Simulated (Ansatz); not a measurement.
Reaction (formal loss of a carbene): `C=C[N](C)[GeH3]` → `C=C[NH][GeH3]` + `[CH2]` (triplet)

Computed with Ansatz on PBE0-D4/def2-TZVP structures; ΔE is electronic, products minus reactants. CCSD(T)/CBS adds triple-zeta CCSD(T) − MP2 to the extrapolated MP2 energy (def2 sets, frozen cores). This one scheme is used for every species. DFT in def2-TZVPP. B3LYP here is the variant with VWN-RPA as its local correlation; programs differ in this. HSE06 is defined as in plane-wave codes. Triplets are unrestricted, without spin–orbit coupling. For Ge outer-core shells are correlated without core-valence functions, which leaves a few kJ/mol of doubt a bond. Scalar relativity is left out up to krypton. Each species was taken in one conformer, which may not be the lowest.

```csv
level,ΔE (eV),difference from CCSD(T)/CBS
revPBE-D4,4.25,-0.05
r2SCAN0-D4,4.00,-0.30
HSE06-D4,4.26,-0.04
CAM-B3LYP-D4,4.26,-0.04
PBE-QIDH,4.25,-0.05
BLYP,4.03,-0.27
B3LYP,4.07,-0.23
r2SCAN0,3.97,-0.33
HSE06,4.19,-0.11
LC-ωPBE,4.13,-0.17
RPA@PBE/def2-TZVPP,4.15,-0.15
CCSD/def2-SVP,4.06,-0.24
HF/def2-TZVPP,2.69,-1.61
SCS-MP2/def2-TZVPP,4.33,0.03
SCS-MP2/def2-QZVPP,4.40,0.10
HF/CBS(def2),2.69,-1.61
CCSD(T)/CBS,4.30,0
```

Largest T1 diagnostic among the species: 0.012.

The D4 term adds +0.15 eV with B3LYP and +0.08 eV with PBE0; it sums over pairs of atoms, weighted by their polarisabilities, and B3LYP, whose exchange is more repulsive, gets the larger term. In def2-TZVPP, CCSD(T) changes the Hartree–Fock value by +1.51 eV (the triples alone add +0.14 eV) and MP2 by +1.66 eV. From r2SCAN to r2SCAN0 (25 % exact exchange), in def2-TZVPP and without D4, ΔE moves by −0.05 eV.

CCSD(T)/CBS has its own doubt, a few kJ/mol and more with outer-core shells, so smaller differences from it don't rank the levels.
